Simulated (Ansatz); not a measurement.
```xyz
16

C     1.070   -1.076    0.089
C     0.013    0.027   -0.003
C    -1.122   -0.454   -0.909
C     0.639    1.286   -0.594
Al   -0.735    0.336    1.803
H     0.666   -2.002    0.510
H     1.457   -1.318   -0.911
H     1.930   -0.779    0.698
H    -1.899    0.307   -1.042
H    -1.604   -1.359   -0.525
H    -0.737   -0.693   -1.910
H     1.468    1.659    0.015
H    -0.086    2.100   -0.690
H     1.037    1.085   -1.599
H    -1.402   -0.890    2.570
H    -0.694    1.769    2.497
```

Charge 0, multiplicity 1.

Problem. List the CAM-B3LYP/def2-TZVPP orbital energies in eV (the Gaussian-basis code of Ansatz). (An estimate is asked.)

Solution. Ansatz gave: Occupied: -1526.03, -278.54, -278.53, -278.41, -278.41, -114.10, -74.87, -74.63, -74.61, -24.07, -20.85, -20.79, -16.78, -14.62, -13.79, -13.72, -12.33, -12.32, -12.25, -11.75, -10.71, -10.70, -9.72, -8.29. Lowest empty: -0.45, 1.54, 2.22, 2.42, 2.82, 3.42, 3.59, 3.66.
